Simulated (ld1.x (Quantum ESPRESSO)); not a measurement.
**Configuration tests for Hg (Z = 80) (ultrasoft)**

ld1.x (Quantum ESPRESSO) 7.5 input, shortened:

```
&input
   title='Hg', zed=80., rel=2, dft='PBE', iswitch=3,
   config='[Xe] 4f14 5d10 6s0 6p0', rel_dist='average'
 /
 &inputp
   pseudotype=3, tm=.true., lloc=-1, rcloc=2.65,
   nlcc=.true., new_core_ps=.true., rcore=1.40,
   which_augfun='PSQ', rmatch_augfun_nc=.true.
 /
6
6S  1  0   0.00   0.00  1.95  2.20  0.0
6S  1  0   0.00   0.05  1.95  2.20  0.0
6P  2  1   0.00   0.00  2.45  2.80  0.0
6P  2  1   0.00  -0.65  2.45  2.80  0.0
5D  3  2  10.00   0.00  2.20  2.30  0.0
5D  3  2   0.00   1.20  2.20  2.30  0.0
 &test
   configts(1)='5d10 6s0 6p0'
 /
```

Open shells are filled in proportion to 2j + 1 (rel_dist='average').

Energies are relative to the spin-unpolarised reference configuration 5d10 6s0 6p0; without spin polarisation the order of configurations can differ from experiment.

```
valence configuration  charge  ΔE all-electron (eV)  error AE − PS (meV)
         5d10 6s2 6p0       0               -29.686                  -24
          5d9 6s0 6p0      +3                35.530                 -159
         5d10 6s0 6p1      +1               -11.676                 -3.8
         5d10 6s1 6p1       0               -23.718                  -15
          5d9 6s2 6p1       0               -19.387                 -200
```

**Question.** What are ΔE and the potential's error for 5d9 6s2 6p0?

**Answer.** ΔE = -14.147 eV all-electron; the error (AE − PS) is -178 meV.

**Question.** What are ΔE and the potential's error for 5d10 6s1 6p0?

**Answer.** ΔE = -18.985 eV all-electron; the error (AE − PS) is -6.8 meV.
